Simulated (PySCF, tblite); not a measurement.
Breaking a bond: SMILES [BeH2]. The Be1–H3 bond (Be1 also carries H; H3 carries nothing else) is stretched with both fragments frozen at the PBE0/def2-TZVP optimised geometry.

Levels of theory: RCCSD = PySCF with CCSD on RHF/6-31G; RKS-CAM-B3LYP = restricted CAM-B3LYP/6-31G (PySCF); GFN2-xTB, 300 K electronic temperature (tblite); NEVPT2 = SC-NEVPT2 on CASSCF(2,2)/6-31G, all electrons correlated run with PySCF.

Energies are in kcal/mol, each relative to the lowest point of its own curve near equilibrium.

```
R / Å  RCCSD  RKS-CAM-B3LYP  GFN2-xTB  NEVPT2
-----  -----  -------------  --------  ------
1.01    32.9           30.2      20.7    33.2
1.07    20.2           18.0      10.8    20.5
1.14    10.2            8.6       4.0    10.4
1.19     5.5            4.3       1.5     5.7
1.27     1.2            0.7       0.0     1.3
1.31     0.3            0.1       0.1     0.3
1.34     0.0            0.0       0.5     0.0
1.39     0.2            0.6       1.7     0.1
1.41     0.5            1.0       2.2     0.4
1.48     2.3            3.3       4.7     2.1
1.55     5.0            6.5       7.7     4.7
1.64     9.5           11.6      12.0     9.0
1.81    19.5           23.0      20.7    18.7
2.02    32.6           38.3      32.3    31.6
2.18    42.1           49.9      41.0    41.0
2.43    55.4           67.1      54.4    53.9
2.66    65.2           81.4      66.1    63.5
2.92    73.4           95.6      78.3    71.5
3.27    80.4          111.8      92.3    78.0
3.65    84.2          126.0     104.2    81.5
4.03    85.8          137.2     112.8    82.9
4.70    86.8          151.0         —    83.7
```

At the longest distance, 4.70 Å, RKS-CAM-B3LYP lies highest above its minimum (151.0 kcal/mol) and NEVPT2 lowest (83.7 kcal/mol).

Dashes: no converged value, or the column stops at the first point that the program doubted or that broke a chosen test of continuity, which isn't proof of a fault.

The T1 diagnostic of CCSD on the restricted reference of RCCSD exceeds 0.045 at 2.92 to 4.70 Å. At the longest distance RKS-CAM-B3LYP leaves fractional charges on the fragments, a sign of delocalisation error or of the restricted form. The restricted form behind RKS-CAM-B3LYP keeps the bonding electrons paired and can't separate into open-shell fragments.
